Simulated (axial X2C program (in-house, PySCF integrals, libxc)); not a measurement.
## Spin–orbit effects down a group: molecules with Sr (ions), CCSD(T)

All values come from calculations with an in-house all-electron X2C program for linear molecules (integrals from PySCF), spin-free (one-electron X2C) or two-component (2c: spin–orbit coupling with atomic mean-field Coulomb and Gaunt terms, which also bring small scalar terms), in Dyall basis sets with cores contracted in-house; open shells are unrestricted.

Basis sets: H dyall-v3z, Li dyall-cv3z, Na dyall-cv3z, Sr dyall-cv3z. Frozen shells (counts by l): SrH⁺ Sr 3s2p1d, H none, 10 electrons correlated; LiSr⁺ Sr 3s2p1d, Li 1s, 10 electrons correlated; NaSr⁺ Sr 4s3p1d, Na 2s1p, 2 electrons correlated. Coupled cluster in natural virtuals with an MP2 remainder. Where the outer core of a metal is frozen, bonds come out longer and ionisation energies lower. Frozen cores can differ along the series, which adds to the trend.

```tsv
molecule	spin-free state	Re (Å)	ωe (cm⁻¹)	De (eV)	2c state	Re 2c (Å)	ωe 2c (cm⁻¹)	De 2c (eV)
SrH⁺	M_S = 0, Λ = 0	2.039	1409.2	2.10	Ω = 0	2.039	1409.5	2.10
LiSr⁺	M_S = 0, Λ = 0	3.449	224.3	1.33	Ω = 0	3.449	224.4	1.33
NaSr⁺	M_S = 0, Λ = 0	3.801	116.6	1.04	Ω = 0	3.801	116.6	1.04
```

Problem. Work out the shifts from the spin-free to the two-component result.

Solution. 

```csv
molecule,2c state,ΔRe (Å),Δωe (cm⁻¹),ΔDe (eV)
SrH⁺,Ω = 0,0.000,0.3,0.00
LiSr⁺,Ω = 0,0.000,noise,0.00
NaSr⁺,Ω = 0,0.000,noise,0.00
```

Shifts of one unit in the last digit are rounding. Where the truncated virtual spaces of the two runs make Δωe unreliable it is marked noise.

Fragments in 2c: Sr+ + H, Sr + Li+, Sr + Na+. Each entry is the lowest single determinant of a limited PBE0 search at one distance. De goes to single-determinant-based atoms at the same level (for ions the charge split of lowest energy) and is withheld (n/a) where an atom does not fit its ground term or J level. Main or longest-lived isotopes.
